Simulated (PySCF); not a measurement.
C₂H₁₂OSi₃, SMILES CCO[SiH2][SiH2][SiH3]. Atoms are numbered in the order given.

```xyz
18

C     -2.8782     0.9869    -0.9216
C     -2.0722    -0.1204    -0.2813
O     -1.3144     0.4176     0.7927
Si    -0.1545    -0.4758     1.6057
Si     1.5409    -1.0469     0.0722
Si     1.7894     0.8265    -1.3215
H     -3.4880     0.5953    -1.7504
H     -3.5475     1.4486    -0.1798
H     -2.2105     1.7687    -1.3148
H     -1.4000    -0.5876    -1.0326
H     -2.7412    -0.9217     0.0920
H     -0.7619    -1.6821     2.2592
H      0.3982     0.4254     2.6556
H      1.1858    -2.2467    -0.7525
H      2.8262    -1.3355     0.7857
H      2.9315     0.6693    -2.2740
H      2.0253     2.0437    -0.4866
H      0.5380     1.0303    -2.1149
```
Charge 0, spin multiplicity 1.

Geometry: r2SCAN-D4/def2-SVP. The structure was generated by enumeration, and PubChem lists no compound with its InChIKey, so it may never have been made. Other conformers were not sampled.

Level of theory: TDA-B3LYP/def2-SVPD run with PySCF.

Vertical excitations. The molecule is in vacuum.

| state | energy (eV) | λ (nm) | f | main pairs |
|---|---|---|---|---|
| S1 | 5.82 | 213 | 0.043 | HOMO→LUMO 92 % |
| S2 | 6.31 | 196 | 0.020 | HOMO→LUMO+1 91 % |
| S3 | 6.59 | 188 | 0.037 | HOMO→LUMO+2 66 %, HOMO−1→LUMO 24 % |
| S4 | 6.65 | 187 | 0.020 | HOMO→LUMO+3 89 % |
| S5 | 6.76 | 184 | 0.079 | HOMO−1→LUMO 52 %, HOMO→LUMO+2 22 %, HOMO→LUMO+4 8 % |
| S6 | 6.89 | 180 | 0.007 | HOMO−2→LUMO 81 %, HOMO→LUMO+4 15 % |
| T1 | 5.25 | 236 | 0 | HOMO→LUMO 95 % |
| T2 | 5.74 | 216 | 0 | HOMO→LUMO+1 78 % |
Triplets are in the Tamm–Dancoff approximation.
